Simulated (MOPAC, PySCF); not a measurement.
H$_{7}$N$_{3}$Si, SMILES `N[SiH](N)N`, neutral singlet in the gas phase. 

Cartesian coordinates (Å):
```xyz
11

N     -0.5124     1.4993    -0.4609
Si     0.1339    -0.0853    -0.3053
N      1.3045     0.0720     0.9351
N     -0.7976    -1.4444     0.1826
H     -0.8727     1.9931     0.3420
H     -1.0057     1.7623    -1.2998
H      0.5511    -0.4291    -1.6935
H      1.9158     0.8730     0.9502
H      1.7569    -0.7490     1.3048
H     -1.2071    -1.4877     1.1039
H     -1.3648    -1.9361    -0.4902
```
Charge 0, spin multiplicity 1.

All levels are single points at this geometry (r2SCAN-D4/def2-TZVP); Pople sets use spherical d functions. Orbital energies aren't observables, and empty levels follow the basis.

```
level                          HOMO (eV)  LUMO (eV)  gap (eV)  dipole (D)  vertical IE, Delta-SCF (eV)
-----------------------------  ---------  ---------  --------  ----------  ---------------------------
PBE-D3(BJ)/def2-TZVP in PySCF      -5.41       0.28      5.69        1.15                            –
r2SCAN-D4/def2-TZVP in PySCF       -5.72       1.05      6.77        1.17                            –
B3LYP/6-311+G** in PySCF           -6.70      -0.19      6.51        1.07                            –
BP86/6-31G* in PySCF               -5.05       1.42      6.46        1.34                            –
M06-2X/6-31G* in PySCF             -7.90       3.17     11.07        1.27                            –
SVWN5/6-31G* in PySCF              -5.05       1.27      6.32        1.37                            –
HF/3-21G in PySCF                 -10.09       6.63     16.72        1.43                            –
HF/6-31G* in PySCF                -10.19       5.64     15.83        1.28                            –
AM1 in MOPAC                       -9.49       2.24     11.73        1.13                            –
```
